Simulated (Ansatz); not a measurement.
A run for Ansatz (a first-principles code): R-BHLYP/def2-TZVPP on CsI (SMILES [I][Cs]). Elements past Kr take the def2 small-core potentials; no spin–orbit coupling.

Ansatz 0.2 input:
```yaml
crystal:
  periodic: [false, false, false]
  atoms:
    - {symbol: Cs, position_ang: [0.00000000, -0.00000000, -1.68843070]}
    - {symbol: I, position_ang: [-0.00000000, 0.00000000, 1.68843070]}
basis:
  gaussian:
    orbitals: def2-TZVPP
hamiltonian:
  xc: {name: BHLYP}
scf: {lower_state_search: off}
```

**Question.** Predict the final total energy.

**Answer.** -317.8477 hartree.
